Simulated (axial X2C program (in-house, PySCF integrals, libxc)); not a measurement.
## Outer orbitals of RuB at 1.694 Å, PBE0

Computed with an axial X2C code built on PySCF integrals. Spin-free means the one-electron spin-free X2C Hamiltonian; two-component (2c) means X2C with spin–orbit coupling and atomic mean-field two-electron Coulomb and Gaunt terms, so the difference of the two also holds small scalar two-electron terms. Basis: Ru dyall-cv3z [12s12p8d5f3g], B dyall-v3z [7s6p2d1f] (cores contracted in-house); Gaussian nuclei, density fitting, unrestricted open shells. Masses: Ru 101.904 u, B 11.009 u.

The distance is close to the 2c PBE0 minimum; the highest filled and lowest empty levels are listed.

Spin-free orbitals, state M_S = 1/2, Λ = 2 (beyond evenly filled blocks: δ+α, δ+β, δ-α) (Löwdin shares):

```tsv
symmetry	occupied	ε (eV)	atomic character
σβ	yes	-10.56	44% B s, 33% Ru d, 13% Ru s
σα	yes	-10.33	41% Ru d, 38% B s, 11% Ru s
π-α	yes	-7.15	77% Ru d, 19% B p
π+α	yes	-7.15	77% Ru d, 19% B p
π+β	yes	-6.75	71% Ru d, 24% B p
π-β	yes	-6.64	70% Ru d, 25% B p
δ+α	yes	-6.37	99% Ru d
δ-α	yes	-6.37	99% Ru d
σα	yes	-6.30	44% Ru d, 20% B s, 18% Ru s
σβ	yes	-6.16	43% Ru d, 27% B p, 16% B s
δ+β	yes	-5.26	98% Ru d
σα	no	-2.59	38% Ru s, 30% B p, 27% Ru p
σβ	no	-2.34	52% Ru s, 22% B p, 17% Ru p
δ-β	no	-1.75	98% Ru d
π-α	no	-1.02	59% Ru p, 30% B p, 8% Ru d
π+α	no	-1.02	59% Ru p, 30% B p, 8% Ru d
```

Spinors with spin–orbit coupling (state Ω = 5/2):

```json
{"ω": "-1/2", "occupied": "yes", "ε (eV)": "-10.55", "atomic character": "44% B s, 33% Ru d, 13% Ru s", "λ mixture": "100% σ"}
{"ω": "1/2", "occupied": "yes", "ε (eV)": "-10.32", "atomic character": "41% Ru d, 38% B s, 11% Ru s", "λ mixture": "100% σ"}
{"ω": "-1/2", "occupied": "yes", "ε (eV)": "-7.20", "atomic character": "77% Ru d, 19% B p", "λ mixture": "99% π, 1% σ"}
{"ω": "3/2", "occupied": "yes", "ε (eV)": "-7.10", "atomic character": "77% Ru d, 19% B p", "λ mixture": "100% π"}
{"ω": "1/2", "occupied": "yes", "ε (eV)": "-6.81", "atomic character": "71% Ru d, 24% B p", "λ mixture": "97% π, 3% σ"}
{"ω": "-3/2", "occupied": "yes", "ε (eV)": "-6.66", "atomic character": "79% Ru d, 18% B p", "λ mixture": "71% π, 29% δ"}
{"ω": "-3/2", "occupied": "yes", "ε (eV)": "-6.42", "atomic character": "90% Ru d, 8% B p", "λ mixture": "71% δ, 29% π"}
{"ω": "1/2", "occupied": "yes", "ε (eV)": "-6.29", "atomic character": "45% Ru d, 19% B s, 17% Ru s", "λ mixture": "97% σ, 3% π"}
{"ω": "5/2", "occupied": "yes", "ε (eV)": "-6.24", "atomic character": "98% Ru d", "λ mixture": "100% δ"}
{"ω": "-1/2", "occupied": "yes", "ε (eV)": "-6.15", "atomic character": "43% Ru d, 27% B p, 16% B s", "λ mixture": "99% σ, 1% π"}
{"ω": "3/2", "occupied": "yes", "ε (eV)": "-5.37", "atomic character": "98% Ru d", "λ mixture": "100% δ, 0% π"}
{"ω": "1/2", "occupied": "no", "ε (eV)": "-2.59", "atomic character": "38% Ru s, 30% B p, 27% Ru p", "λ mixture": "100% σ"}
{"ω": "-1/2", "occupied": "no", "ε (eV)": "-2.34", "atomic character": "52% Ru s, 22% B p, 17% Ru p", "λ mixture": "100% σ"}
{"ω": "-5/2", "occupied": "no", "ε (eV)": "-1.65", "atomic character": "98% Ru d", "λ mixture": "100% δ"}
{"ω": "-1/2", "occupied": "no", "ε (eV)": "-1.06", "atomic character": "59% Ru p, 31% B p, 8% Ru d", "λ mixture": "100% π"}
```

Q: How does the gap between the highest filled and lowest empty level change from the spin-free to the 2c table?

A: From 2.67 to 2.78 eV at PBE0, a change of 0.11 eV.

Mulliken charges and populations of the two-component result (they depend on the basis, above all on diffuse functions):

Ru 0.03 e (s 8.35 p 18.08 d 17.52 f 0.01), B -0.03 e (s 3.53 p 1.40 d 0.08 f 0.02). ⟨Lz⟩ = 2.00 ħ and ⟨Sz⟩ = 0.50 ħ (0.70 and -0.20 on the two atoms), which add up to Ω.

The state is a single determinant with fixed occupations, the lowest that a limited PBE0 search found. Density functionals use the spin component along the axis (collinear). Other states lie close and PBE0, whose exact exchange favours high spin, may order them wrongly; the determinant shown need not be the ground state. The nearest other spin-free determinant of the search, M_S = 3/2, Λ = 0, lies 0.39 eV up at the distance of the search. Without a current term, density functionals place determinants with orbital angular momentum somewhat too high. The determinant is spin-polarised beyond a pure state at some levels (its spin-free form has ⟨S²⟩ too high), which makes Re and μ there less reliable.
